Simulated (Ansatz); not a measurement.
[MO3Cl] with several metals: PBE0-D4/def2-TZVPD single points in Ansatz on relaxed structures, gas phase. Core potentials for Mo, W, no spin–orbit coupling. The structures are stationary points that may keep the symmetry of their start. Remarks come from the PBE and PBE0 runs and from stability tests at other levels; not every state was tested. HOMO above LUMO (over both spins in singlets and doublets, within one spin in higher multiplets; at PBE or PBE0), or a gap under 0.15 eV within one spin, warns that the state may not be the lowest or that an electron is smeared out.

```
            species  atoms    state             geometry  HOMO (eV)  vertical IE (eV)  point group (within 0.1 Å)                                                                                                                                               remarks
[CrO3Cl]- (CrClO3⁻)      5  singlet    PBE0-D4/def2-SVPD      -3.54              5.50                         C3v  restricted SCF unstable in HF, gap within one spin near zero at PBE or PBE0 (neutral doublet), spin-contaminated (⟨S²⟩ up to 0.85) (neutral doublet)
[MoO3Cl]- (MoClO3⁻)      5  singlet  r2SCAN-D4/def2-SVPD      -3.70              5.61                         C3v                                                                                        gap within one spin near zero at PBE or PBE0 (neutral doublet)
  [WO3Cl]- (WClO3⁻)      5  singlet  r2SCAN-D4/def2-SVPD      -3.58              5.53                         C3v                                                                                                                                                     –
```

The vertical IE (eV) runs from 5.50 ([CrO3Cl]-) to 5.61 ([MoO3Cl]-).
